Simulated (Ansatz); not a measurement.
Stepwise reaction of `[F][Ga]([F])[SH]` with ammonia, as a gas-phase model of exchange steps in deposition or etching. ΔE in kJ/mol.

Isolated molecules relaxed with PBE0-D4/def2-TZVP in Ansatz; ΔE leaves out vibrations. CCSD(T)/CBS is the MP2 limit (def2-TZVPP, def2-QZVPP) plus CCSD(T) − MP2 in def2-TZVPP, frozen cores. This one scheme is used for every species. DFT in def2-TZVPP. B3LYP here is the variant with VWN-RPA as its local correlation; programs differ in this. For Ga outer-core shells are correlated without core-valence functions, which leaves a few kJ/mol of doubt a bond. Scalar relativity is left out up to krypton. Each species was taken in one conformer, which may not be the lowest.

| step | reaction | PBE-D4 | B3LYP-D4 | ωB97M-V | CCSD(T)/CBS |
| --- | --- | --- | --- | --- | --- |
| 1 | `[F][Ga]([F])[SH]` + NH₃ → `[NH2][Ga]([F])[SH]` + H–F | 40.8 | 42.4 | 41.2 | 30.4 |

(1) Give the row of step 2, `[NH2][Ga]([F])[SH]` + NH₃ → `[NH2][Ga]([NH2])[SH]` + H–F. (Estimate.)

(2) By hand: ΔE of the 2 steps together at CCSD(T)/CBS.

## Answers

(1) The calculation gave: 
```
step                                                   reaction  PBE-D4  B3LYP-D4  ωB97M-V  CCSD(T)/CBS
   2  `[NH2][Ga]([F])[SH]` + NH₃ → `[NH2][Ga]([NH2])[SH]` + H–F    60.1      62.3     61.2         49.3
```

(2) (30.4) + (49.3) = 79.7 kJ/mol, or 39.8 kJ/mol a step.

In ΔE each step is higher than the one before. All are uphill at CCSD(T)/CBS. PBE-D4 differs from CCSD(T)/CBS by 10.4 to 10.8 kJ/mol a step. Isolated molecules leave out the surface, adducts and barriers. Largest T1 diagnostic: 0.014.
